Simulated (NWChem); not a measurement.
C3H7FSi; SMILES C1CC[SiH]1F

```xyz
12

F     -0.3516     2.0276     0.0000
Si     0.3899     0.5854     0.0000
C     -0.1780    -0.7430     1.2124
C     -0.0734    -1.7368     0.0000
C     -0.1780    -0.7430    -1.2124
H      1.8545     0.8646     0.0000
H      0.4057    -1.0023     2.0993
H     -1.2237    -0.6065     1.5117
H     -0.8389    -2.5204     0.0000
H      0.9032    -2.2336     0.0000
H     -1.2237    -0.6065    -1.5117
H      0.4057    -1.0023    -2.0993
```
Atoms are numbered in this order, from 1.

All runs: NWChem. Medium grid unless said otherwise, to which SCAN and Minnesota functionals are sensitive. Structure relaxed at the B3LYP/6-31G* (spherical d) level. Total energies of different functionals are on different scales.

```tsv
level	energy (Ha)	highest occupied level (eV)	orbital gap (eV)	dipole (D)
B3LYP/def2-SVP	-507.6747	(withheld)	(withheld)	1.59
PBE/def2-SVP	-507.2404	-6.75	6.91	1.56
Hartree-Fock/def2-SVP	-505.8365	-11.30	15.75	1.76
PW91/def2-SVP	-507.5511	-6.81	6.90	1.55
M05-2X/def2-SVP	-507.6157	-9.37	11.54	1.69
RPBE/def2-SVP	-507.6187	-6.73	6.95	1.51
TPSS/def2-SVP	-507.7094	-6.90	7.25	1.53
```

Q: What belongs in the gaps?

A: 
- B3LYP/def2-SVP, highest occupied level (eV): -7.87
- B3LYP/def2-SVP, orbital gap (eV): 8.74
